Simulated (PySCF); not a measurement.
# SMILES CO[C@@H]1CC=NCC1, C6H11NO

Molfile (atoms numbered from 1):
```
C6H11NO
     RDKit          3D

 19 19  0  0  0  0  0  0  0  0999 V2000
    2.6305   -0.2857   -0.5264 C   0  0  0  0  0  0  0  0  0  0  0  0
    1.6267    0.6703   -0.3082 O   0  0  0  0  0  0  0  0  0  0  0  0
    0.3022    0.1703   -0.3529 C   0  0  2  0  0  0  0  0  0  0  0  0
   -0.6306    1.3743   -0.4847 C   0  0  0  0  0  0  0  0  0  0  0  0
   -2.0550    0.9948   -0.2025 C   0  0  0  0  0  0  0  0  0  0  0  0
   -2.4734   -0.0595    0.3330 N   0  0  0  0  0  0  0  0  0  0  0  0
   -1.5536   -1.0713    0.7719 C   0  0  0  0  0  0  0  0  0  0  0  0
   -0.0981   -0.6136    0.9014 C   0  0  0  0  0  0  0  0  0  0  0  0
    2.4731   -0.8180   -1.4730 H   0  0  0  0  0  0  0  0  0  0  0  0
    3.5687    0.2637   -0.5738 H   0  0  0  0  0  0  0  0  0  0  0  0
    2.6870   -1.0195    0.2852 H   0  0  0  0  0  0  0  0  0  0  0  0
    0.1899   -0.4856   -1.2343 H   0  0  0  0  0  0  0  0  0  0  0  0
   -0.3127    2.1380    0.2310 H   0  0  0  0  0  0  0  0  0  0  0  0
   -0.5548    1.8134   -1.4810 H   0  0  0  0  0  0  0  0  0  0  0  0
   -2.8088    1.7174   -0.4976 H   0  0  0  0  0  0  0  0  0  0  0  0
   -1.6328   -1.9014    0.0603 H   0  0  0  0  0  0  0  0  0  0  0  0
   -1.9252   -1.4366    1.7340 H   0  0  0  0  0  0  0  0  0  0  0  0
    0.0108    0.0405    1.7690 H   0  0  0  0  0  0  0  0  0  0  0  0
    0.5463   -1.4823    1.0408 H   0  0  0  0  0  0  0  0  0  0  0  0
  1  2  1  0
  2  3  1  0
  3  4  1  0
  4  5  1  0
  5  6  2  0
  6  7  1  0
  7  8  1  0
  8  3  1  0
  1  9  1  0
  1 10  1  0
  1 11  1  0
  3 12  1  6
  4 13  1  0
  4 14  1  0
  5 15  1  0
  7 16  1  0
  7 17  1  0
  8 18  1  0
  8 19  1  0
M  END
```

Computed, not measured: PySCF, GIAO B3LYP/pcSseg-1 magnetisability, rotational g tensor and spin-rotation constants, non-relativistic, gas phase. Geometry: GFN2-xTB.

(1) What are the magnetisability and the molar susceptibility?

(2) Split it along the inertial axes a, b, c into diamagnetic and paramagnetic parts about the centre of mass, with the quadrupole moment.

(3) And the rotational g tensor?

Answers

(1) Isotropic -1146 × 10⁻³⁰ J/T², or -69.0 × 10⁻⁶ cm³/mol; principal values -1228, -1180, -1030 × 10⁻³⁰ J/T², anisotropy 178 × 10⁻³⁰ J/T² (root of half the summed squared differences of the principal values). The susceptibility is in cgs units.

(2) 
```
axis  χ (10⁻⁶ cm³/mol)  diamagnetic (10⁻⁶ cm³/mol)  paramagnetic (10⁻⁶ cm³/mol)  summed x² of all electrons (Å²)  quadrupole Θ (D Å)
   a             -71.6                      -398.3                        326.7                            204.1               -7.57
   b             -63.1                      -958.9                        895.8                             71.9               +5.78
   c             -72.3                     -1170.9                       1098.6                             22.0               +1.79
```
Anisotropies 2χaa − χbb − χcc = -7.8 and 2χbb − χaa − χcc = +17.6 × 10⁻⁶ cm³/mol. Θ is traceless in Buckingham's convention.

(3) 
| axis | rotational constant (GHz) | g | nuclear part | electronic part |
| --- | --- | --- | --- | --- |
| a | 4.4405 | -0.0289 | 0.6526 | -0.6815 |
| b | 1.4202 | -0.0201 | 0.5775 | -0.5977 |
| c | 1.1455 | -0.0100 | 0.5812 | -0.5912 |

Asymmetric top; isotopes 12C, 1H, 14N, 16O; no vibrational averaging.
